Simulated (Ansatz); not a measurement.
Geometry optimisation, RKS PBE0-D4/def2-SVP (Ansatz 0.2.0).

Input file:

```yaml
crystal:
  periodic: [false, false, false]
  atoms:
    - { symbol: Sn, position_ang: [-0.592178, 0.0, -0.440746] }
    - { symbol: H, position_ang: [0.218726, 0.0, 2.395547] }
    - { symbol: Cl, position_ang: [1.651162, 0.0, 0.126973] }
    - { symbol: Cl, position_ang: [-1.02382, 1.921219, -1.651056] }
    - { symbol: Cl, position_ang: [-1.02382, -1.921219, -1.651056] }
    - { symbol: F, position_ang: [-1.886526, 0.0, 0.941632] }
    - { symbol: H, position_ang: [-0.484244, 0.0, 2.538707] }
basis:
  gaussian: { orbitals: def2-SVP }
hamiltonian:
  xc: pbe0
  dispersion: d4
relax:
  f_tol: 0.03
  max_steps: 50
```

Run as:

```bash
$ ansatz run input.yaml --threads 2 --pin off --max-ram 3072MiB --backend cpu --events-out ev --progress --plain --runs-dir out
```

Where does it end, and by what steps?

It converged. The force dipped under the threshold on the way, but the program's further checks kept it going. After 15 steps the energy has fallen by 0.207 eV; H2 moved furthest, 1.06 Å.

```
step  energy less start (eV)  largest force component (eV/Å)  accepted
   0                  0.0000                           1.785       yes
   1                 -0.1146                           0.239       yes
   2                 -0.1631                           0.172       yes
   3                 -0.1843                           0.218       yes
   4                 -0.1990                           0.036       yes
   5                 -0.2008                           0.120       yes
   6                 -0.1988                           0.490        no
   7                 -0.2029                           0.052       yes
   8                 -0.2034                           0.021       yes
   9                 -0.1948                           0.605        no
  10                 -0.2041                           0.193       yes
  11                 -0.2060                           0.012       yes
  12                 -0.2064                           0.012       yes
  13                 -0.2065                           0.078       yes
  14                 -0.2066                           0.030       yes
  15                 -0.2067                           0.003       yes
```

```xyz
7
Properties=species:S:1:pos:R:3
Sn -0.599 0.000 -0.790
H 0.147 0.000 3.451
Cl 1.633 0.000 -0.206
Cl -1.157 1.908 -1.962
Cl -1.157 -1.908 -1.962
F -1.631 0.000 0.830
H -0.377 0.000 2.898
```

The run took 61 s on 2 threads of Arm Neoverse V1, with other jobs on the host, peak memory 0.26 GiB.
